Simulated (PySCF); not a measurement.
## Two-component Hartree-Fock for Si²⁺ (silicon, charge +2)

Start: [Ne] 3s2. Calculated with PySCF 2.14 in x2c-SVPall-2c (4s4p1d, 21 functions): generalised Hartree-Fock with the X2C-1e Hamiltonian and a Gaussian nucleus; one run each with spin-orbit coupling (SO) switched off, then screened by Boettger's factors.

```csv
spinor shell,electrons,"ε, spin-free (eV)","ε, screened SO (eV)",weight of nominal j (screened SO),"rms radius, screened SO (bohr)"
1s1/2,2,-1898.1,-1898.1,1.000,0.129
2s1/2,2,-189.68,-189.68,1.000,0.612
2p1/2,2,-137.20,-137.67,1.000,0.597
2p3/2,4,-137.20,-136.97,1.000,0.599
3s1/2,2,-32.126,-32.126,1.000,2.13
```

```json
{"quantity": "E (hartree)", "spin-free": "-288.48730", "screened SO": "-288.48744"}
{"quantity": "M_J", "spin-free": "0", "screened SO": "0"}
{"quantity": "⟨J²⟩", "spin-free": "0.000", "screened SO": "0.000"}
{"quantity": "⟨L²⟩", "spin-free": "0.000", "screened SO": "0.000"}
{"quantity": "⟨S²⟩", "spin-free": "0.000", "screened SO": "0.000"}
```

Without spin-orbit coupling the j labels of p, d and f shells carry no meaning; the spin-free column gives the mean over the occupied spinors of each nl shell.
